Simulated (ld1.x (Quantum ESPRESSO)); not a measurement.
# Before and after: TM semilocal potential for Bi (Z = 83)

```json
{"Element": "Bi (Z = 83)", "Generator": "ld1.x (Quantum ESPRESSO) 7.5", "Type": "norm-conserving Troullier–Martins (semilocal form)", "Functional": "LDA (PZ)", "Relativity": "scalar-relativistic", "Frozen core": "[Xe] 4f14", "Valence charge": "15", "Reference configuration": "5d10 6s1 6p4", "Partial waves": "6s (bound): rc 1.40 bohr; 6p (bound): rc 2.50 bohr; 5d (bound): rc 1.45 bohr", "Local potential": "the d channel", "Core correction": "none"}
```

Change: wave 6p (bound): rc 2.50 bohr becomes 6p (bound): rc 3.60 bohr.

Cutoffs: the cutoffs (Ry, on a coarse ladder) from which the occupation-weighted sum of valence levels, in a spherical-Bessel basis at the reference potential, stays within 10 and 1 mRy of its value at 400 Ry; they do not see the model core or the augmentation charge, which bear on the density cutoff. Errors are all-electron minus pseudo energies relative to the spin-unpolarised reference configuration.

**Question.** Predict the effect on cutoff, ghosts and configuration errors.

**Answer.** The potential gets neither clearly harder nor softer (90 Ry and 180 Ry → 90 Ry and 180 Ry); the s channel sets the loose cutoff, while the largest relative change is in p, which becomes softer; of the 9 tests that both files solve, the error grows in 7 and shrinks in 2 by more than 15 % and 0.3 meV (median size 16.3 → 32.1 meV); neither file shows a bound ghost. A semilocal file is local in each channel, so a ghost entry of none says nothing of the separable form that plane-wave codes build from it.

| quantity | base | changed |
| --- | --- | --- |
| cutoff, loose | 90 Ry | 90 Ry |
| cutoff, tight | 180 Ry | 180 Ry |
| loose cutoff by channel (10 mRy a level) | s 90 Ry, p 10 Ry, d 50 Ry | s 90 Ry, p 6 Ry, d 50 Ry |
| bound ghosts | none | none |
| error for 5d10 6s2 6p3, meV [ΔE -10.18 eV] | +9.1 | +32 |
| error for 5d10 6s2 6p2, meV [ΔE -2.02 eV] | -2.5 | +15 |
| error for 5d10 6s2 6p1, meV [ΔE 13.54 eV] | -17 | -20 |
| error for 5d10 6s2 6p3.3, meV [ΔE -11.33 eV] | +12 | +37 |
| error for 5d10 6s0 6p5, meV [ΔE 10.54 eV] | +16 | +43 |
| error for 5d10 6s2 6p2.5, meV [ΔE -6.97 eV] | +3.8 | +24 |
| error for 5d9 6s2 6p4, meV [ΔE 13.95 eV] | +120 | +151 |
| error for 5d10 6s1 6p4 (spin-polarised), meV [ΔE -1.02 eV] | +59 | +36 |
| error for 5d10 6s2 6p3 (spin-polarised), meV [ΔE -11.20 eV] | +30 | +20 |
